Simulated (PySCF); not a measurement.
**Relaxation of triplet PdH2**

Computed with UPBE0/[Pd def2-TZVP with ECP28, H def2-TZVP], scalar-relativistic core potentials, density fitting, no spin–orbit coupling, PySCF. A (50,194) grid was used.

A start displaced from a saddle point along its imaginary mode, of C2v symmetry, held to at least that symmetry:

Coordinates in bohr (charge 0 multiplicity 3):
```
Pd   -0.0043    0.0000    0.0000
H     0.2268    0.0000    3.1327
H     0.2268    0.0000   -3.1327
```

At each step, columns x, y, z (Å) and Fx, Fy, Fz (eV/Å):

```
step 0  E − E(last) = 53.22 kJ/mol
Pd  -0.002   0.000   0.000  -1.565   0.000   0.000
H    0.120   0.000   1.658   0.783   0.000  -0.235
H    0.120   0.000  -1.658   0.783   0.000   0.235
step 1  E − E(last) = 19.21 kJ/mol
Pd  -0.167   0.000   0.000  -0.770   0.000   0.000
H    0.202   0.000   1.632   0.385   0.000  -0.697
H    0.202   0.000  -1.632   0.385   0.000   0.697
step 2  E − E(last) = 7.80 kJ/mol
Pd  -0.363   0.000   0.000   0.732   0.000   0.000
H    0.301   0.000   1.555  -0.366   0.000  -0.815
H    0.301   0.000  -1.555  -0.366   0.000   0.815
step 3  E − E(last) = 2.53 kJ/mol
Pd  -0.326   0.000   0.000   0.267   0.000   0.000
H    0.282   0.000   1.536  -0.134   0.000  -0.500
H    0.282   0.000  -1.536  -0.134   0.000   0.500
step 4  E − E(last) = 0.18 kJ/mol
Pd  -0.318   0.000   0.000  -0.136   0.000   0.000
H    0.278   0.000   1.490   0.068   0.000   0.013
H    0.278   0.000  -1.490   0.068   0.000  -0.013
step 5  E − E(last) = 0.02 kJ/mol
Pd  -0.332   0.000   0.000  -0.034   0.000   0.000
H    0.285   0.000   1.484   0.017   0.000  -0.009
H    0.285   0.000  -1.484   0.017   0.000   0.009
step 6  E − E(last) = 0.00 kJ/mol
Pd  -0.338   0.000   0.000  -0.001   0.000   0.000
H    0.288   0.000   1.480   0.000   0.000   0.000
H    0.288   0.000  -1.480   0.000   0.000   0.000
```

It ends at C2v with Pd–H 1.607 Å (×2); H–Pd–H 134.1°. A frequency run shows a minimum. Other isomers or separated fragments may lie lower.

Other spin states or occupations of the open shell can lie lower. At this level a singlet minimum of C2v symmetry lies 167 kJ/mol below this structure.

The relaxation took about 13 core-seconds on a shared host.
